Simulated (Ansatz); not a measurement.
Calculated with Ansatz (gas phase, PBE0-D4/def2-TZVP geometries, no zero-point term in ΔE). CCSD(T)/CBS is the MP2 limit (def2-TZVPP, def2-QZVPP) plus CCSD(T) − MP2 in def2-TZVPP, frozen cores. Functionals use def2-TZVPP. One conformer a species, not always the lowest.

Reaction (redistribution): `O[Si](F)(S)S` + `NBO[SiH3]` → `F[SiH](S)S` + `NB(O)O[SiH3]`

`O[Si](F)(S)S`:

Z-matrix (Å, degrees):
```
Si
F 1 1.592
S 1 2.115 2 102.8
O 1 1.628 2 108.8 3 -123.0
S 1 2.107 2 112.7 3 119.1
H 3 1.344 1 92.8 2 -178.9
H 4 0.960 1 117.3 2 54.2
H 5 1.345 1 92.9 2 87.4
```

`NBO[SiH3]`:

Z-matrix (Å, degrees):
```
Si
O 1 1.641
H 1 1.487 2 110.8
H 1 1.485 2 108.9 3 120.6
H 1 1.485 2 108.9 3 -120.6
B 2 1.370 1 132.6 3 0.2
N 6 1.395 2 119.4 1 179.9
H 6 1.202 2 120.9 1 -0.1
H 7 1.003 6 122.6 2 -180.0
H 7 1.006 6 122.7 2 0.0
```

`F[SiH](S)S`:

Z-matrix (Å, degrees):
```
Si
S 1 2.114
S 1 2.115 2 104.7
F 1 1.596 2 113.1 3 -118.3
H 1 1.477 2 110.5 3 124.1
H 2 1.344 1 93.3 3 -153.3
H 3 1.345 1 93.2 2 -161.1
```

`NB(O)O[SiH3]`:

Cartesian coordinates in Å:
```
N -1.035 -0.335 1.776
B -0.237 0.122 0.708
O 0.528 1.266 0.756
O -0.209 -0.603 -0.455
Si 0.613 -0.330 -1.854
H -1.575 -1.177 1.690
H -1.123 0.122 2.663
H 0.485 1.747 1.582
H 0.260 -1.441 -2.772
H 0.214 0.961 -2.470
H 2.081 -0.332 -1.624
```

```tsv
level	ΔE (kJ/mol)	difference from CCSD(T)/CBS
LDA (SPW92)	0.1	-5.2
BLYP-D4	6.7	1.4
r2SCANh-D4	4.1	-1.2
PBE-QIDH	3.3	-2.0
revPBE	1.9	-3.4
r2SCAN	4.3	-1.0
PBE0	1.1	-4.2
BHLYP	3.1	-2.2
MP2/def2-SVP	-16.1	-21.4
CCSD/CBS(def2)	4.4	-0.9
CCSD(T)/CBS	5.3	0
```

Largest T1 diagnostic among the species: 0.012.

At CCSD(T), def2-SVP lies −24.7 kJ/mol from the extrapolated value and def2-TZVPP −1.0 kJ/mol. In def2-TZVPP, CCSD(T) changes the Hartree–Fock value by +3.5 kJ/mol (the triples alone add +0.9 kJ/mol) and MP2 by +6.3 kJ/mol. Leaving LDA and LC-ωPBE aside and taking each functional with its dispersion term where it has one, the values, not all of them listed here, spread over 4.8 kJ/mol, from HSE06-D4 to BLYP-D4.

CCSD(T)/CBS has its own doubt, a few kJ/mol and more with outer-core shells, so smaller differences from it don't rank the levels.
